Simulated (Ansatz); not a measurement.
`SC=C=[Se]` + H₂ → `C=C=[Se]` + H₂S at 600 K and 1 bar (hydrogenolysis of a C–S bond).

Calculated with Ansatz (gas phase, PBE0-D4/def2-TZVP geometries, no zero-point term in ΔE). CBS: MP2 limit from def2 TZ/QZ plus the TZ coupled-cluster correction, frozen cores. This one scheme is used for every species. For Se outer-core shells are correlated without core-valence functions, which leaves a few kJ/mol of doubt a bond. Scalar relativity is left out up to krypton. One conformer a species, not always the lowest.

| species | CCSD(T)/CBS energy (Eh) | H − E (kJ/mol) | S (J/(mol·K)) |
| --- | --- | --- | --- |
| `SC=C=[Se]` | -2875.71778 | 120.1 | 379.3 |
| H₂ | -1.17544 | 43.9 | 150.8 |
| `C=C=[Se]` | -2477.94723 | 107.7 | 310.3 |
| H₂S | -398.97279 | 60.8 | 230.9 |

H − E and S are ideal-gas, rigid-rotor, harmonic terms from PBE0-D4/def2-TZVP, for one conformer and one mirror image of each species. For small species the MP2-based limit differs from directly extrapolated CCSD(T) by up to some mEh (0.8 for H₂); such offsets cancel only in part. 1 Eh = 2625.50 kJ/mol, R = 8.31446 J/(mol·K).

Task: By hand: ΔE, ΔH, ΔS and ΔG.

Result: ΔE = (-2477.94723) + (-398.97279) − (-2875.71778) − (-1.17544) = -0.02680 Eh = -70.4 kJ/mol. Δ(H − E) = 107.7 + 60.8 − 120.1 − 43.9 = 4.5, so ΔH = -65.9 kJ/mol. ΔS = 310.3 + 230.9 − 379.3 − 150.8 = 11.1 J/(mol·K). ΔG = -65.9 − 600 × (11.1)/1000 = -72.6 kJ/mol.

Task: By hand: the equilibrium constant, and the temperature at which ΔG would vanish if ΔH and ΔS stayed fixed.

Result: log₁₀ K = −ΔG/(RT ln 10) = 6.3. ΔH and −TΔS have one sign here, so there is no such temperature.

The number of gas molecules stays the same, so ΔS is small and ΔH decides. A doubt of 5 kJ/mol in ΔE shifts log₁₀ K by 0.4 here. Other conformers and mirror images would add mixing entropy, several J/(mol·K) or more a flexible species. These are equilibria of isolated gas molecules and say nothing of rates. Largest T1 diagnostic: 0.016 (customary marks: 0.02 for closed shells, 0.045 for open ones).

ΔS is within the doubt of such terms, so its sign, and with it that verdict, could turn.
